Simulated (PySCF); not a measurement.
**Working out the ionisation energy of Sn**

Sn [Kr] 4d10 5s2 5p2 (3P) → Sn⁺ [Kr] 4d10 5s2 5p1 (2P). Computed with PySCF 2.14 in x2c-TZVPPall (8s6p4d2f, 60 functions), with the spin-free X2C one-electron Hamiltonian (Gaussian nucleus). Frozen: [Ar] 3d10. Energies in hartree (1 hartree = 27.21139 eV):

| part | Sn (lower) | Sn⁺ (upper) |
| --- | --- | --- |
| UHF | -6173.748534 | -6173.496468 |
| MP2 opposite-spin | -0.245367 | -0.238874 |
| MP2 same-spin | -0.133866 | -0.125830 |

Task: What does Hartree-Fock give?

Result: (-6173.496468) − (-6173.748534) = 0.252066 hartree = 6.859 eV.

Task: What do MP2 and SCS-MP2 (6/5 opposite-spin, 1/3 same-spin) give?

Result: The opposite-spin parts differ by 0.177 eV and the same-spin parts by 0.219 eV. MP2: 6.859 + (0.177) + (0.219) = 7.255 eV. SCS-MP2: 6.859 + 1.2 × (0.177) + (0.219)/3 = 7.144 eV.

Measured between the centres of the two terms (NIST): 7.389 eV, so MP2 (valence and next inner shell) is off by -0.134 eV.

What remains against the reference includes basis incompleteness, the frozen core and correlation beyond second order.
